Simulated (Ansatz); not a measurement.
Steps of a relaxation of FH4O2Si2, SMILES `O[Si](F)O[SiH3]` radical with UKS PBE-D4/def2-SVP.

```sh
$ ansatz run in.yaml --threads 2 --pin off --events-out ev --progress --plain --max-ram 32768MiB --backend cpu
```

```yaml
crystal:
  periodic: [false, false, false]
  atoms:
    - {symbol: O, position_ang: [-1.579000, 1.631800, 1.353900]}
    - {symbol: Si, position_ang: [-0.916900, 0.194800, 1.130900]}
    - {symbol: F, position_ang: [0.174900, 0.081400, 2.256100]}
    - {symbol: O, position_ang: [-0.069600, 0.193500, -0.331100]}
    - {symbol: Si, position_ang: [0.674400, -0.907800, -1.288900]}
    - {symbol: H, position_ang: [-0.998200, 2.413900, 1.493300]}
    - {symbol: H, position_ang: [1.936600, -1.340500, -0.581800]}
    - {symbol: H, position_ang: [-0.157100, -2.061200, -1.524600]}
    - {symbol: H, position_ang: [1.023400, -0.252100, -2.524800]}
basis:
  gaussian: {orbitals: def2-SVP}
magnetization: {spin_polarized: true, initial_magnetization: 1}
hamiltonian: {xc: pbe, dispersion: d4}
relax: {f_tol: 0.03, max_steps: 200}
```

Positions (Å) and forces (eV/Å) along the path, 16 of 42 steps:

```xyz
9
step=1 energy=-22608.9122 eV
O    -1.579    1.632    1.354   -1.130    2.337    0.169
Si   -0.917    0.195    1.131   -0.288   -0.996   -2.244
F     0.175    0.081    2.256    1.912   -0.672    1.944
O    -0.070    0.194   -0.331   -1.111    0.747    1.063
Si    0.674   -0.908   -1.289    1.358   -0.362    0.554
H    -0.998    2.414    1.493   -0.261   -0.409   -0.053
H     1.937   -1.341   -0.582    0.008   -0.121   -0.141
H    -0.157   -2.061   -1.525   -0.730   -0.987   -0.251
H     1.023   -0.252   -2.525    0.242    0.461   -1.041
9
step=6 energy=-22609.2426 eV
O    -1.635    1.744    1.304   -0.004    0.005   -0.010
Si   -0.924    0.249    1.135    0.005   -0.051   -0.039
F     0.171    0.029    2.342    0.001    0.020    0.011
O    -0.081    0.162   -0.301   -0.011    0.010    0.017
Si    0.721   -0.935   -1.295   -0.004   -0.006    0.004
H    -1.034    2.459    1.587    0.009    0.029    0.028
H     2.010   -1.375   -0.657    0.000    0.003   -0.004
H    -0.147   -2.139   -1.540    0.006   -0.003   -0.009
H     1.008   -0.239   -2.592   -0.002   -0.006    0.002
9
step=7 energy=-22609.2431 eV
O    -1.632    1.746    1.297   -0.112   -0.101   -0.068
Si   -0.925    0.248    1.134    0.044    0.000   -0.019
F     0.172    0.046    2.343   -0.007    0.000    0.010
O    -0.080    0.158   -0.300   -0.015   -0.004    0.007
Si    0.722   -0.938   -1.297   -0.005   -0.005    0.003
H    -1.041    2.456    1.603    0.095    0.114    0.074
H     2.009   -1.382   -0.659   -0.001    0.004   -0.002
H    -0.148   -2.140   -1.546    0.004   -0.004   -0.007
H     1.011   -0.239   -2.591   -0.002   -0.005    0.001
9
step=10 energy=-22609.2494 eV
O    -1.622    1.774    1.242    0.188    0.172    0.084
Si   -0.913    0.268    1.122   -0.011    0.021    0.100
F     0.173    0.129    2.353   -0.017    0.002   -0.044
O    -0.074    0.129   -0.306    0.017    0.009   -0.041
Si    0.725   -0.960   -1.312    0.003   -0.005    0.004
H    -1.084    2.432    1.735   -0.174   -0.201   -0.107
H     2.009   -1.409   -0.672   -0.002   -0.001   -0.006
H    -0.143   -2.159   -1.579   -0.002    0.004    0.007
H     1.019   -0.251   -2.600   -0.002    0.000    0.003
9
step=11 energy=-22609.2432 eV rejected
O    -1.610    1.790    1.201    0.521    0.701    0.609
Si   -0.899    0.283    1.111    0.067   -0.025    0.120
F     0.182    0.186    2.353   -0.045   -0.005   -0.069
O    -0.056    0.122   -0.313   -0.007    0.027   -0.005
Si    0.729   -0.975   -1.320   -0.009    0.015   -0.007
H    -1.141    2.410    1.833   -0.528   -0.697   -0.655
H     2.010   -1.439   -0.684   -0.010   -0.008   -0.002
H    -0.157   -2.160   -1.591    0.009   -0.002    0.011
H     1.030   -0.264   -2.606    0.002   -0.007   -0.003
9
step=13 energy=-22609.2591 eV
O    -1.593    1.800    1.197    0.089    0.127    0.060
Si   -0.896    0.287    1.111    0.029   -0.041   -0.056
F     0.193    0.171    2.338    0.018    0.011    0.046
O    -0.062    0.131   -0.320   -0.034    0.022    0.021
Si    0.727   -0.971   -1.318   -0.008    0.003   -0.004
H    -1.160    2.401    1.838   -0.092   -0.108   -0.066
H     2.004   -1.434   -0.675   -0.001   -0.001    0.001
H    -0.156   -2.159   -1.581   -0.001   -0.008    0.000
H     1.032   -0.270   -2.608    0.000   -0.004   -0.003
9
step=16 energy=-22609.2619 eV rejected
O    -1.370    1.885    1.121   -0.450    0.433    0.500
Si   -0.808    0.314    1.125    0.540    0.422    0.193
F     0.379    0.285    2.270   -0.111   -0.279    0.100
O    -0.061    0.138   -0.345   -0.108   -0.159   -0.163
Si    0.710   -0.992   -1.325   -0.012    0.013    0.017
H    -1.573    2.287    2.003    0.156   -0.422   -0.650
H     1.932   -1.533   -0.636    0.002    0.005   -0.010
H    -0.224   -2.130   -1.633   -0.005   -0.013   -0.013
H     1.103   -0.300   -2.597   -0.012   -0.001    0.025
9
step=19 energy=-22609.2925 eV
O    -1.438    1.891    1.117    0.078    0.062    0.047
Si   -0.796    0.348    1.113   -0.026   -0.076   -0.007
F     0.327    0.239    2.312    0.018    0.026    0.013
O    -0.050    0.143   -0.356   -0.042    0.054    0.034
Si    0.715   -0.995   -1.330    0.005    0.006   -0.014
H    -1.497    2.294    2.005   -0.034   -0.060   -0.081
H     1.954   -1.509   -0.652    0.009   -0.008   -0.001
H    -0.209   -2.146   -1.614   -0.004    0.002    0.003
H     1.083   -0.311   -2.613   -0.005   -0.007    0.004
9
step=25 energy=-22609.3073 eV
O    -1.230    1.989    1.140   -0.019    0.035    0.026
Si   -0.778    0.380    1.129    0.015   -0.023    0.011
F     0.374    0.107    2.272   -0.014    0.003   -0.007
O    -0.106    0.138   -0.366    0.002   -0.004   -0.008
Si    0.703   -0.988   -1.318   -0.004    0.003    0.009
H    -1.692    2.272    1.951    0.020   -0.017   -0.028
H     1.957   -1.454   -0.633    0.000    0.003   -0.002
H    -0.187   -2.173   -1.581    0.003    0.002   -0.001
H     1.047   -0.316   -2.613   -0.002   -0.002   -0.001
9
step=26 energy=-22609.3074 eV
O    -1.192    2.011    1.151   -0.006   -0.011    0.026
Si   -0.806    0.383    1.117    0.068    0.005    0.046
F     0.333    0.039    2.257   -0.066    0.022   -0.030
O    -0.130    0.135   -0.375   -0.009   -0.009   -0.025
Si    0.705   -0.985   -1.313   -0.002    0.007   -0.001
H    -1.668    2.296    1.953    0.024   -0.026   -0.031
H     1.981   -1.400   -0.631   -0.025    0.005   -0.010
H    -0.152   -2.199   -1.552    0.018    0.015    0.012
H     1.018   -0.326   -2.624   -0.002   -0.008    0.011
9
step=28 energy=-22609.3082 eV
O    -1.181    2.014    1.155    0.001   -0.005    0.001
Si   -0.813    0.384    1.104   -0.019    0.015    0.006
F     0.306    0.018    2.254    0.005   -0.005    0.002
O    -0.134    0.147   -0.389    0.005   -0.002    0.003
Si    0.706   -0.980   -1.313    0.005   -0.001   -0.016
H    -1.650    2.292    1.963    0.003   -0.002   -0.002
H     1.985   -1.376   -0.630    0.000    0.003    0.002
H    -0.141   -2.205   -1.527    0.001    0.000    0.003
H     1.009   -0.339   -2.634   -0.001   -0.004    0.001
9
step=29 energy=-22609.3088 eV
O    -1.127    2.037    1.174   -0.004   -0.076    0.026
Si   -0.845    0.388    1.076    0.003    0.084    0.057
F     0.238   -0.074    2.230   -0.040    0.014   -0.061
O    -0.162    0.161   -0.416    0.022   -0.027    0.005
Si    0.709   -0.971   -1.308    0.006   -0.017   -0.007
H    -1.612    2.310    1.974    0.022   -0.011   -0.028
H     2.009   -1.296   -0.624   -0.023    0.013   -0.018
H    -0.095   -2.235   -1.466    0.018    0.037    0.004
H     0.974   -0.366   -2.656   -0.004   -0.018    0.022
9
step=37 energy=-22609.3151 eV
O    -0.913    2.079    1.261   -0.016   -0.070    0.014
Si   -0.983    0.435    0.951    0.114   -0.038    0.127
F    -0.164   -0.408    2.115   -0.097    0.095   -0.137
O    -0.184    0.227   -0.486   -0.017    0.007    0.008
Si    0.742   -0.932   -1.285   -0.001   -0.014   -0.028
H    -1.439    2.355    2.034    0.009    0.013   -0.009
H     2.131   -0.977   -0.711   -0.024   -0.006   -0.008
H     0.100   -2.288   -1.163    0.021    0.012    0.016
H     0.797   -0.538   -2.732    0.012    0.000    0.016
9
step=39 energy=-22609.3166 eV
O    -0.869    2.076    1.280   -0.010   -0.002    0.025
Si   -1.006    0.447    0.929    0.068   -0.089    0.090
F    -0.241   -0.461    2.078   -0.064    0.079   -0.100
O    -0.199    0.236   -0.503   -0.013    0.005   -0.015
Si    0.744   -0.924   -1.281    0.017   -0.016    0.004
H    -1.399    2.360    2.048    0.008    0.012   -0.007
H     2.140   -0.915   -0.728   -0.004    0.000    0.001
H     0.146   -2.294   -1.100    0.003    0.017   -0.005
H     0.773   -0.572   -2.739   -0.006   -0.007    0.007
9
step=40 energy=-22609.3167 eV
O    -0.818    2.073    1.306   -0.010   -0.135   -0.026
Si   -1.036    0.460    0.902    0.093    0.035    0.104
F    -0.330   -0.523    2.028   -0.059    0.094   -0.096
O    -0.223    0.247   -0.528    0.010   -0.027   -0.025
Si    0.749   -0.914   -1.276   -0.024   -0.020    0.048
H    -1.348    2.367    2.069   -0.002   -0.002    0.001
H     2.151   -0.839   -0.737   -0.026    0.009   -0.022
H     0.201   -2.296   -1.032    0.010    0.048   -0.014
H     0.743   -0.621   -2.748    0.008   -0.001    0.030
9
step=42 energy=-22609.3180 eV
O    -0.798    2.062    1.316   -0.016    0.003   -0.012
Si   -1.030    0.459    0.902   -0.005    0.009    0.008
F    -0.295   -0.526    2.001    0.004   -0.014   -0.011
O    -0.259    0.248   -0.552    0.010   -0.006    0.011
Si    0.738   -0.911   -1.268   -0.003   -0.003   -0.005
H    -1.351    2.364    2.060    0.012    0.004    0.002
H     2.128   -0.824   -0.706   -0.002    0.005    0.004
H     0.192   -2.292   -1.030    0.000    0.002   -0.001
H     0.764   -0.625   -2.739    0.000    0.000    0.004
```

Hardware: 2 threads of an AMD EPYC 7R13 on a shared host. Wall time 100 s, peak host memory 0.2 GiB.
